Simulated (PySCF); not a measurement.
Electric field gradients and quadrupole coupling constants

C6H18N2Si.
Geometry (GFN2-xTB, Å), atoms numbered from 1 in this order:
```xyz
27
C6H18N2Si angstrom
C      3.210   -0.913   -1.178
C      3.073    0.026    0.019
N      1.712    0.169    0.467
Si     0.619    1.325   -0.158
C     -1.054    0.870    0.644
C     -2.208    1.642    0.005
N     -1.215   -0.580    0.685
C     -1.450   -1.191   -0.604
C     -2.179   -1.037    1.663
H      4.247   -0.974   -1.497
H      2.607   -0.546   -2.004
H      2.866   -1.911   -0.916
H      3.688   -0.347    0.847
H      3.434    1.019   -0.253
H      1.317   -0.703    0.792
H      0.499    1.396   -1.630
H      1.054    2.659    0.280
H     -0.997    1.182    1.692
H     -2.279    1.433   -1.060
H     -3.163    1.399    0.471
H     -2.033    2.708    0.126
H     -2.448   -0.978   -1.015
H     -1.352   -2.274   -0.501
H     -0.700   -0.842   -1.311
H     -2.110   -2.123    1.743
H     -1.938   -0.604    2.633
H     -3.219   -0.780    1.412
```

Field gradients from the PBE0/pcSseg-1 density (PySCF, non-relativistic), principal values in atomic units, ordered |Vxx| ≤ |Vyy| ≤ |Vzz|:

```json
{"atom": "N3", "Vxx": "0.3271", "Vyy": "0.6788", "Vzz": "-1.0059"}
{"atom": "N7", "Vxx": "0.6439", "Vyy": "0.6752", "Vzz": "-1.3191"}
```

**Question.** Find the asymmetry η = (Vxx − Vyy)/Vzz and the couplings χ = eQV/h (234.96 MHz × Q in barn × V in au), with Q(14N) = 0.02044 b.

**Answer.** 
| atom | environment | nucleus | η | χzz (MHz) | χxx (MHz) | χyy (MHz) |
| --- | --- | --- | --- | --- | --- | --- |
| N3 | silicon-bound nitrogen | 14N | 0.35 | -4.831 | 1.571 | 3.260 |
| N7 | tertiary amine nitrogen | 14N | 0.02 | -6.34 | 3.09 | 3.24 |

The gradient is axial or nearly so (η below 0.05) at N7. The tensor is traceless: Vxx + Vyy + Vzz = 0.

**Question.** What is Vzz at N3 in SI units (1 au = 9.71736 × 10²¹ V/m²)?

**Answer.** -1.0059 au = -9.775 × 10²¹ V/m².

**Question.** And the gradient at the other heavy atoms, for which no coupling is worked out here?

**Answer.** 
```tsv
atom	environment	Vzz (au)	η
C1	methyl carbon	0.032	0.33
C2	sp3 carbon bound to nitrogen	0.206	0.34
Si4	SiH2 silicon	0.169	0.37
C5	sp3 carbon bound to nitrogen	0.232	0.69
C6	methyl carbon	0.029	0.57
C8	N-methyl carbon	0.195	0.14
C9	N-methyl carbon	0.201	0.16
```

Were the hydrogens deuterons (Q(2H) = 0.00286 b), χzz would run from 102 kHz (H16) to 275 kHz (H15).

The structure is a single GFN2-xTB conformer in the gas phase; no vibrational or solvent corrections. GFN2-xTB bond lengths can be off by several hundredths of an ångström, more for odd bonds, and the gradients follow them. With a basis this small, the couplings can be 20 % off.
